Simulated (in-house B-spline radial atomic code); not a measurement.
Configurations of Os⁺, with energies counted from [Xe] 4f14 5d6 6s1. Level of theory: Dirac-Hartree-Fock, average of configuration, Fermi nucleus of rms radius 5.4126 fm; calculated with a radial B-spline atomic code at the basis-set limit. Energies include first-order Breit, QED and recoil terms.

Occupations are held fixed; configurations that lie above the ionisation limit could autoionise.

```tsv
configuration	E - E(ref) (eV)	highest orbital	its <r> (bohr)
[Xe] 4f14 5d6 5f1	11.73	5f5/2	8.818
[Xe] 4f14 5d6 8s1	11.77	8s1/2	12.13
[Xe] 4f14 5d6 7f1	13.634	7f5/2	23.63
[Xe] 4f14 5d6 9g1	14.491	9g7/2	55.73
[Xe] 4f14 5d5 6s1 6g1	16.473	6g7/2	21.98
[Xe] 4f14 5d5 6s1 8g1	17.134	8g7/2	42.97
[Xe] 4f13 5d6 6s2	52.618	6s1/2	2.774
[Xe] 4f13 5d6 6s1 6p1	57.826	6p3/2	3.686
```

Task: Order these further configurations by energy, lowest first.
A. [Kr] 4d10 4f14 5s2 5p5 5d7 6s1
B. [Xe] 4f14 5d5 5f1 6s1
C. [Xe] 4f14 5d6 10g1
D. [Xe] 4f14 5d6 6p1
E. [Kr] 4d10 4f14 5s2 5p5 5d6 6s1 6f1

Result: D (5.3843 eV), B (14.536 eV), C (14.618 eV), A (49.395 eV), E (65.836 eV).

Task: How far above the reference does [Kr] 4d10 4f14 5s2 5p5 5d6 6s1 10f1 lie?

Result: 67.371 eV; its least bound orbital is 10f5/2 with <r> = 56.82 bohr.

Task: How far above the reference does [Xe] 4f14 5d6 10f1 lie?

Result: 14.485 eV; its least bound orbital is 10f5/2 with <r> = 57.16 bohr.

Task: How far above the reference does [Xe] 4f13 5d6 6s1 7g1 lie?

Result: 67.641 eV; its least bound orbital is 7g7/2 with <r> = 31.73 bohr.
